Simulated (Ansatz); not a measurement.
Reaction (atomization): `CCB(F)F` → B• + 2 C• + 2 F• + 5 H•

Gas-phase electronic energies from Ansatz, PBE0-D4/def2-TZVP geometries. CCSD(T)/CBS is the MP2 limit (def2-TZVPP, def2-QZVPP) plus CCSD(T) − MP2 in def2-TZVPP, frozen cores. This one scheme is used for every species, atoms too. DFT in def2-TZVPP. HSE06 is defined as in plane-wave codes. Open shells (•) are unrestricted, without spin–orbit coupling. Spin–orbit coupling would lower the free atoms: a little for B, C, F. Each species was taken in one conformer, which may not be the lowest.

`CCB(F)F`:

Cartesian coordinates in Å:
```
C -1.151 -0.286 -0.290
C 0.371 -0.273 -0.355
B 1.089 0.620 0.701
F 0.433 1.317 1.615
F 2.408 0.723 0.734
H -1.577 -0.935 -1.057
H -1.504 -0.642 0.681
H -1.564 0.714 -0.435
H 0.719 0.049 -1.345
H 0.776 -1.287 -0.250
```

| level | ΔE (kJ/mol) | difference from CCSD(T)/CBS |
| --- | --- | --- |
| LDA (SPW92) | 4815.7 | 596.4 |
| r2SCAN-D4 | 4247.6 | 28.3 |
| r2SCANh-D4 | 4223.4 | 4.1 |
| HSE06-D4 | 4245.2 | 25.9 |
| B2PLYP | 4197.9 | -21.4 |
| r2SCAN | 4244.0 | 24.7 |
| r2SCAN0 | 4184.8 | -34.5 |
| LC-ωPBE | 4239.6 | 20.3 |
| MP2/def2-SVP | 4156.3 | -63.0 |
| CCSD/def2-SVP | 4041.0 | -178.3 |
| MP2/def2-TZVPP | 4229.4 | 10.1 |
| SCS-MP2/def2-TZVPP | 4181.2 | -38.1 |
| CCSD/def2-TZVPP | 4081.8 | -137.5 |
| HF/def2-QZVPP | 3263.5 | -955.8 |
| SCS-MP2/def2-QZVPP | 4237.7 | 18.4 |
| MP2/CBS(def2) | 4315.9 | 96.6 |
| CCSD(T)/CBS | 4219.3 | 0 |

Largest T1 diagnostic among the species: 0.014.

From r2SCAN to r2SCAN0 (25 % exact exchange), in def2-TZVPP and without D4, ΔE moves by −59.2 kJ/mol: exact exchange takes away binding that semilocal exchange gives to molecules. The D4 term adds +22.9 kJ/mol with B3LYP and +11.9 kJ/mol with PBE0; it sums over pairs of atoms, weighted by their polarisabilities, and B3LYP, whose exchange is more repulsive, gets the larger term.

B3LYP here is the variant with VWN-RPA as its local correlation; programs differ in this.

For atomizations the MP2-based limit and the directly extrapolated one differ by several kJ/mol either way, and by 10 to 25 for some Ge, Se and Sn compounds, so smaller differences from it don't rank the levels.
